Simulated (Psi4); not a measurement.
The Psi4 input:
```
memory 2 GB

molecule {
-1 2
  C     1.58710000   -0.09640000    0.02730000
  Te    0.06580000    0.68660000   -1.30570000
  C    -1.58550000    0.10180000   -0.03050000
  H     2.04770000   -0.97560000   -0.40480000
  H     2.34410000    0.65480000    0.20250000
  H     1.12590000   -0.36030000    0.96760000
  H    -1.21530000   -0.55540000    0.74240000
  H    -2.32110000   -0.42430000   -0.62090000
  H    -2.04860000    0.96880000    0.42210000
}

set basis def2-tzvpp
set reference uks

energy('pbe0')
print_variables()
```

What is the computed <S^2> (PBE0/def2-TZVPP run with Psi4)?

0.753

Estimate the total energy that PBE0/def2-TZVPP returns for this input.

-347.7354 Eh

Give the number of basis functions at the level PBE0/def2-TZVPP.

196

Predict the nuclear repulsion energy from PBE0/def2-TZVPP.

130.3510 Eh

A gas-phase anion may not be bound at this level; its values then depend on the basis.

These values belong to the state on which the SCF converged, which isn't shown to be the lowest.
